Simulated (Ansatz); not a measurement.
Calculated with Ansatz (gas phase, PBE0-D4/def2-TZVP geometries, no zero-point term in ΔE). CBS: MP2 limit from def2 TZ/QZ plus the TZ coupled-cluster correction, frozen cores. This one scheme is used for every species. Functionals use def2-TZVPP. For Ge outer-core shells are correlated without core-valence functions, which leaves a few kJ/mol of doubt a bond. Scalar relativity is left out up to krypton. Each species was taken in one conformer, which may not be the lowest.

Consider the cleavage of the Ge–Ge bond: `[GeH3][GeH2][SiH2][GeH2][GeH3]` + `O[SiH](Cl)Cl` → `Cl[SiH](Cl)[O][GeH3]` + `[GeH3][SiH2][GeH2][GeH3]`.

```csv
level,ΔE (eV)
revPBE-D4,0.09
ωB97X-V,-0.07
```

Q: What does CCSD(T)/CBS give? (Best estimate.)

A: Ansatz gave: 0.00 eV. The listed levels differ from it by 0.09, -0.07 eV.

Largest T1 diagnostic among the species: 0.012.

In def2-TZVPP, CCSD(T) changes the Hartree–Fock value by +0.28 eV (the triples alone add +0.03 eV) and MP2 by +0.29 eV. From PBE to PBE0 (25 % exact exchange), in def2-TZVPP and without D4, ΔE moves by −0.03 eV.
